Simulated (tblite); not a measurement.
Species: C6H9OP.
Numbering: `[CH3:1][C:2]1=[CH:3][PH:4](=[O:5])[CH:6]=[C:7]1[CH3:8]` (hydrogens: H9, H10, H11 on C1; H12 on C3; H13 on P4; H14 on C6; H15, H16, H17 on C8)

Computed with GFN2-xTB (tblite), gas phase: L-BFGS steps from a force-field or distance-geometry start until the largest atomic force falls under 0.01 eV/Å.

Step 84: E = -653.8859 eV
```
atom  x, y, z in Å  |  force x, y, z in eV/Å
C1     -1.8322   -0.8522   -0.3147   -0.069   0.011   0.026
C2     -0.3743   -0.6399   -0.0929    0.002   0.001   0.005
C3      0.5522   -1.6086   -0.0470    0.006  -0.005   0.011
P4      2.1801   -0.8788    0.2250    0.034  -0.007  -0.003
O5      3.0195   -1.3440    1.3312   -0.016  -0.017  -0.014
C6      1.4848    0.7840    0.2793   -0.024   0.004  -0.001
C7      0.1567    0.7228    0.0993   -0.002   0.008   0.005
C8     -0.7647    1.8936    0.0977   -0.022   0.024   0.015
H9     -2.4137   -0.3458    0.4561    0.024  -0.045  -0.019
H10    -2.1281   -0.4329   -1.2773    0.004  -0.031   0.010
H11    -2.0801   -1.9115   -0.3016    0.038   0.041  -0.028
H12     0.3610   -2.6591   -0.1777   -0.012  -0.016   0.020
H13     2.8030   -0.9675   -1.0221   -0.005   0.021   0.004
H14     2.0502    1.6858    0.4378    0.001  -0.002  -0.003
H15    -1.4591    1.8300    0.9360    0.024  -0.001  -0.011
H16    -1.3528    1.9121   -0.8180   -0.006   0.011  -0.022
H17    -0.2096    2.8239    0.1790    0.022   0.002   0.005
```

Step 85: E = -653.8867 eV
```
atom  x, y, z in Å  |  force x, y, z in eV/Å
C1     -1.8318   -0.8555   -0.3108   -0.060   0.021   0.021
C2     -0.3736   -0.6400   -0.0945   -0.010   0.000   0.012
C3      0.5522   -1.6094   -0.0470    0.002   0.000   0.018
P4      2.1793   -0.8792    0.2247    0.032  -0.007  -0.004
O5      3.0187   -1.3451    1.3308   -0.015  -0.010  -0.016
C6      1.4839    0.7841    0.2771   -0.013   0.000   0.003
C7      0.1559    0.7242    0.0965   -0.003  -0.002   0.004
C8     -0.7646    1.8967    0.0939   -0.022   0.028  -0.001
H9     -2.4070   -0.3609    0.4712   -0.002  -0.030  -0.010
H10    -2.1352   -0.4241   -1.2655   -0.002  -0.033   0.011
H11    -2.0772   -1.9154   -0.3078    0.044   0.042  -0.034
H12     0.3585   -2.6605   -0.1719   -0.004  -0.001   0.014
H13     2.8009   -0.9667   -1.0225    0.005   0.019  -0.002
H14     2.0513    1.6850    0.4334   -0.002   0.003   0.000
H15    -1.4758    1.8220    0.9180    0.032  -0.002  -0.043
H16    -1.3321    1.9304   -0.8360    0.006   0.004   0.028
H17    -0.2104    2.8262    0.2007    0.011  -0.033  -0.003
```

Step 86: E = -653.8870 eV
```
atom  x, y, z in Å  |  force x, y, z in eV/Å
C1     -1.8320   -0.8567   -0.3096   -0.036   0.017   0.008
C2     -0.3736   -0.6402   -0.0943   -0.015   0.002   0.011
C3      0.5521   -1.6098   -0.0474   -0.005   0.009   0.018
P4      2.1791   -0.8793    0.2249    0.014  -0.003  -0.004
O5      3.0165   -1.3459    1.3322   -0.010  -0.005  -0.015
C6      1.4830    0.7844    0.2756   -0.002  -0.005   0.006
C7      0.1550    0.7249    0.0959    0.002  -0.009   0.000
C8     -0.7649    1.8985    0.0930    0.001   0.010  -0.011
H9     -2.4051   -0.3684    0.4771   -0.019  -0.018  -0.002
H10    -2.1375   -0.4209   -1.2616   -0.006  -0.029   0.017
H11    -2.0747   -1.9169   -0.3124    0.038   0.033  -0.031
H12     0.3571   -2.6613   -0.1709    0.002   0.011   0.014
H13     2.8018   -0.9662   -1.0215    0.009   0.016  -0.006
H14     2.0515    1.6851    0.4295   -0.005   0.003   0.003
H15    -1.4783    1.8219    0.9142    0.014  -0.004  -0.038
H16    -1.3272    1.9359   -0.8400    0.000   0.002   0.035
H17    -0.2099    2.8268    0.2054    0.016  -0.029  -0.006
```

Task: Estimate the geometry and energy of step 87. (The exact step hangs on the optimiser's Hessian estimate; all steps are aligned on step 86, rigid shifts and turns removed.)

Result: E = -653.8874 eV, largest force 0.046 eV/Å
```
atom  x, y, z in Å  |  force x, y, z in eV/Å
C1     -1.8327   -0.8574   -0.3076   -0.008   0.006  -0.013
C2     -0.3740   -0.6405   -0.0930   -0.016   0.008   0.003
C3      0.5518   -1.6104   -0.0471   -0.013   0.017   0.014
P4      2.1790   -0.8795    0.2251   -0.010   0.002  -0.004
O5      3.0136   -1.3466    1.3342   -0.002  -0.001  -0.012
C6      1.4821    0.7848    0.2737    0.012  -0.010   0.009
C7      0.1540    0.7253    0.0957    0.008  -0.014  -0.007
C8     -0.7650    1.9003    0.0914    0.023  -0.009  -0.015
H9     -2.4037   -0.3795    0.4863   -0.032  -0.012   0.000
H10    -2.1411   -0.4134   -1.2553   -0.004  -0.028   0.036
H11    -2.0703   -1.9185   -0.3216    0.023   0.030  -0.025
H12     0.3557   -2.6621   -0.1697    0.008   0.024   0.016
H13     2.8039   -0.9660   -1.0200    0.009   0.014  -0.008
H14     2.0513    1.6858    0.4243   -0.008   0.001   0.006
H15    -1.4813    1.8216    0.9093    0.001  -0.001  -0.035
H16    -1.3220    1.9412   -0.8447   -0.002   0.002   0.041
H17    -0.2084    2.8270    0.2093    0.011  -0.028  -0.007
```

The energy changes by -0.0004 eV. The first-order estimate −F·Δx gives -0.0005 eV and the mean of the old and new forces, exact on a quadratic surface, -0.0004 eV. The step makes an angle of 80° with the force vector and moves no atom by more than 0.014 Å.

What follows is the cost of the whole relaxation. Time: 0.57 s. Hardware: one thread of an Arm Neoverse V2, no GPU, shared host with 96 logical CPUs at a one-minute load of 53.
